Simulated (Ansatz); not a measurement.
A geometry relaxed with B3LYP-D3(BJ)/def2-SVP (Ansatz, an electronic-structure program), charge 0, multiplicity 1:

```xyz
23

H     -0.8954     1.3761    -1.5187
H      3.0358    -1.0317     0.9025
H     -2.2977     3.1330    -0.3212
H     -1.5520    -0.6293     1.5250
H     -2.0985    -2.5474    -0.0471
C     -1.8031     2.3166     0.2290
H      1.3929    -0.5070    -1.6762
C     -0.5886     1.7733    -0.5330
C      1.8042    -0.1959    -0.6978
C     -0.7853    -1.0257     0.8380
H     -0.1962    -1.7450     1.4317
H      2.0162    -2.2325     0.0849
Si     0.3503     0.3956     0.3440
H      0.1296     2.5839    -0.7461
H     -1.5084     2.7079     1.2154
H     -2.5576     1.5314     0.3998
C      2.6278    -1.3298    -0.0760
H     -2.0568    -1.0227    -0.9530
H      3.4752    -1.6178    -0.7186
Br     1.1930     1.2583     2.2724
H      2.4442     0.6791    -0.9055
H     -0.6886    -2.1487    -1.0471
C     -1.4409    -1.7218    -0.3636
```

### Question
Write the SMILES of this molecule.

### Answer
`CC[Si](Br)(CC)CC`
